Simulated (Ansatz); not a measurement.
Consider the cleavage of the B–Si bond: `O[SiH2]B(F)F` + HI → `FB(F)I` + silanol.

Program: Ansatz. Geometries: PBE0-D4/def2-TZVP. ΔE: electronic, gas phase. CBS: MP2 limit from def2 TZ/QZ plus the TZ coupled-cluster correction, frozen cores. DFT in def2-TZVPP. HSE06 is defined as in plane-wave codes. def2 core potentials past Kr. For I outer-core shells are correlated without core-valence functions, which leaves a few kJ/mol of doubt a bond. Each species was taken in one conformer, which may not be the lowest.

**Question.** Is it downhill or uphill in electronic energy at CCSD(T)/CBS, and by how much? (An estimate is asked.)

**Answer.** Ansatz gave: Downhill: ΔE = -73.4 kJ/mol.

**Question.** What do these levels give: revPBE-D4, ωB97M-V, B2PLYP, PBE, r2SCAN, HSE06, LC-ωPBE, HF/def2-SVP, HF/def2-TZVPP, CCSD(T)/def2-TZVPP, MP2/def2-QZVPP, CCSD/CBS(def2)? (An estimate is asked.)

**Answer.** Ansatz gave: revPBE-D4 -67.4, ωB97M-V -72.7, B2PLYP -73.7, PBE -66.1, r2SCAN -74.0, HSE06 -69.4, LC-ωPBE -65.8, HF/def2-SVP -76.4, HF/def2-TZVPP -75.2, CCSD(T)/def2-TZVPP -71.9, MP2/def2-QZVPP -85.3, CCSD/CBS(def2) -72.4 kJ/mol.

Largest T1 diagnostic among the species: 0.013.

Leaving LDA and LC-ωPBE aside and taking each functional with its dispersion term where it has one, the values, not all of them listed here, spread over 9.9 kJ/mol, from PBE-QIDH to PBE-D4. From BLYP to BHLYP (50 % exact exchange), in def2-TZVPP and without D4, ΔE moves by −5.2 kJ/mol.
